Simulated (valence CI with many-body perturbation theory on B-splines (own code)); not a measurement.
Questions on Ne IV

Computed by valence CI with perturbative core correlation (CI+MBPT): five valence electrons over a frozen Dirac-Fock core [He], radial functions for each j: 9 s, 9 p, 8 d, 6 f, 3 g, 1 h, with the one-electron correlation potential Σ1 (screened to all orders), the two-electron term Σ2, the three-electron term Σ3, Breit, model QED; selected single and double excitations, second order for the rest, scaled by the run's own slope (own B-spline code, finite nucleus).

Against 12 measured levels this calculation errs by 131 cm⁻¹ on average and by 211 at most. These come from a selection out of Moore, Atomic Energy Levels, vol. I, NSRDS-NBS 35 (1971 reprint of NBS Circular 467, 1949), an old analysis. Levels without a partner in it may be off by more. Among the levels kept, up to 1300 cm⁻¹ of a level comes from second order outside the variational space, and about a tenth of that is noise between levels of different J, which matters for small intervals.

Rates and lifetimes use the calculated energies. Strong lines usually hold to 10 to 20 %, long lifetimes can be off by a factor of two.

What is the ground level?

2s2.2p3 4S°_3/2, composition 98 % 2s2.2p3 4S°, g = 2.002.

What is the ionisation energy?

97.174 eV; NIST lists 97.19 eV (semi-empirical).

Where does the other parity begin?

At 2s.2p4 4P_5/2, 22.805 eV.

What are the static dipole polarisabilities of the lowest levels?

2s2.2p3 4S°_3/2 0.676; 2s2.2p3 2D°_5/2 0.617 (tensor 0.027); 2s2.2p3 2D°_3/2 0.616 (tensor 0.024); 2s2.2p3 2P°_1/2 0.569 bohr³, of which the core gives 0.00104.

Name the longest-lived excited levels whose lifetime is computed, and their main decay.

2s2.2p3 2D°_3/2 at 5.147 eV lives 179 s, mostly by M1 to 2s2.2p3 4S°_3/2; 2s2.2p3 2P°_1/2 at 7.778 eV lives 989 ms, mostly by M1 to 2s2.2p3 4S°_3/2; 2s2.2p3 2P°_3/2 at 7.779 eV lives 473 ms, mostly by M1 to 2s2.2p3 4S°_3/2. The lifetime of 2s2.2p3 2D°_5/2 is too uncertain to give, and may be longer.
